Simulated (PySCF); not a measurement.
Species: C3H7O4P.
InChI=1S/C3H7O4P/c1-5-8(4)6-2-3-7-8/h2-3H2,1H3

The calculation used TDDFT PBE0/def2-SVPD, vertical, gas phase, core orbitals frozen in the response in PySCF 2.14.0, density-fitted response routines. The structure is a single GFN2-xTB conformer in the gas phase; no vibrational or solvent corrections.

Each state is given a Gaussian of 0.4 eV full width at half maximum, with ε(max) = 2.175×10⁸ f / Δν̃ (Δν̃ the width in cm⁻¹). The width is an assumption, not a result. The curve ends short of the highest state used, and states not computed would add to its high-energy end.

| λ (nm) | ε (L mol⁻¹ cm⁻¹) |
| --- | --- |
| 151.7 | 1678 |
| 152.3 | 1726 |
| 152.8 | 1782 |
| 153.4 | 1858 |
| 154.0 | 1932 |
| 154.5 | 1981 |
| 155.1 | 2015 |
| 155.6 | 2015 |
| 156.2 | 1974 |
| 156.8 | 1888 |
| 157.3 | 1784 |
| 157.9 | 1626 |
| 158.5 | 1443 |
| 159.0 | 1281 |
| 159.6 | 1083 |
| 160.1 | 924 |
| 160.7 | 747 |
| 161.3 | 592 |
| 161.8 | 481 |
| 162.4 | 370 |
| 162.9 | 297 |
| 163.5 | 229 |
| 164.1 | 180 |
| 164.6 | 150 |
| 165.2 | 126 |
| 165.8 | 110 |
| 166.3 | 101 |
| 166.9 | 94 |
| 167.4 | 90 |
| 168.0 | 85 |
| 168.6 | 81 |
| 169.1 | 76 |
| 169.7 | 71 |
| 170.2 | 65 |
| 170.8 | 59 |
| 171.4 | 51 |
| 171.9 | 45 |
| 172.5 | 38 |
| 173.1 | 32 |
| 173.6 | 27 |
| 174.2 | 22 |
| 174.7 | 18 |
| 175.3 | 14 |
| 175.9 | 10 |
| 176.4 | 8 |
| 177.0 | 6 |
| 177.5 | 5 |
| 178.1 | 3 |
| 178.7 | 2 |
| 179.2 | 2 |
| 179.8 | 1 |
| 180.3 | 1 |
| 180.9 | 1 |
| 181.5 | 0 |
| 182.0 | 0 |
| 182.6 | 0 |

**Question.** Where are the band maxima, and which computed states make them?

**Answer.** 155 nm (7.98 eV), ε about 2000, made up of S3 (87%) (ε in L mol⁻¹ cm⁻¹; maxima over ε = 5, shares over 10%). The states used: S1 7.39 eV (f 0.0012); S2 7.89 eV (f 0.0011); S3 7.95 eV (f 0.027); S4 8.28 eV (f 0.013); S5 8.43 eV (f 0.0060); S6 8.61 eV (f 0.023); S7 8.71 eV (f 0.011); S8 8.77 eV (f 0.025).

**Question.** Coming from long wavelengths, where does ε first pass 100 L mol⁻¹ cm⁻¹?

**Answer.** At about 166 nm (7.45 eV), 0.06 eV above S1.

**Question.** What would ε be at 7.98 eV, the highest of these maxima, with half the width (0.2 eV)?

**Answer.** About 3460 L mol⁻¹ cm⁻¹ against 2020, a factor of about 1.7; a lone state at its own centre would give exactly 2.

Hardware: one thread of an Arm Neoverse V2 (shared host). Cost: 36 s wall, 0.94 GiB resident at most.
